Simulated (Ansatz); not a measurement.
Job for Ansatz (an electronic-structure program): R-RI-MP2/cc-pVQZ on BGeH5O (SMILES O[BH][GeH3]), a point of a torsion scan. Files ending in .json are basis or fitting sets from the Basis Set Exchange. The run froze 16 orbitals, filled d shells among them.

Ansatz 0.2 input:
```yaml
crystal:
  periodic: [false, false, false]
  atoms:
    - {symbol: O, position_ang: [1.59529244, 0.75729891, -0.17986067]}
    - {symbol: B, position_ang: [0.87706753, -0.31605866, 0.11758019]}
    - {symbol: Ge, position_ang: [-1.12298301, -0.06434243, -0.06062107]}
    - {symbol: H, position_ang: [2.55170661, 0.72645021, -0.10784461]}
    - {symbol: H, position_ang: [1.38229095, -1.32209420, 0.47559542]}
    - {symbol: H, position_ang: [-1.55174471, 1.08014240, -0.91984910]}
    - {symbol: H, position_ang: [-1.85036948, 0.18709636, 1.22485701]}
    - {symbol: H, position_ang: [-1.89322459, -1.22360734, -0.61709656]}
basis:
  gaussian:
    orbitals: cc-pVQZ
    fitting: {mean_field: def2-universal-JKFIT, correlation: cc-pVQZ-RIFIT.json}
magnetization: {spin_polarized: false}
correlation: {method: mp2, electrons: outside_noble_gas}
scf: {lower_state_search: off}
```

Output:

```
WARN ansatz: RAYON_NUM_THREADS=1 ignored (pool sized by the plan → 1); use --threads N
Functional definition: HF
these checks for a lower state are left out or cut short: stability, starts, cluster_reference, orbital_swaps, neighbouring_geometries, increment
integrals: 0.43 GiB planned
508 factors; integrals over basis functions are off by at most 5.5e0 eV
mean field: 0.69 GiB planned
mean field evaluation 1: about -59262.1379 eV, gradient 3.4e1 eV
mean field evaluation 2: about -59263.9025 eV, gradient 2.1e1 eV
mean field evaluation 4: about -59264.6278 eV, gradient 5.0e-1 eV
mean field -59264.62889057 eV, -2177.9349407201 hartree, gradient 2.9e-6 eV, S^2 0.000000; 0 other end points of the search recorded, 0 dependent functions left out
16 core orbitals not correlated
765 factors; their error is unknown
reference -59264.62889057 eV, -2177.9349407201 hartree; 9, 9 occupied and 303, 303 virtual orbitals, 765 factors
second order -13.64242000 eV of doubles, -0.00000000 eV of singles
Total energy: -59278.27131057 eV, -2178.4362904080 hartree
Checks for a lower state left out: stability, starts, cluster_reference, orbital_swaps, neighbouring_geometries, increment
```

Self-consistency was reached.

Cost: roughly 4 core-seconds.
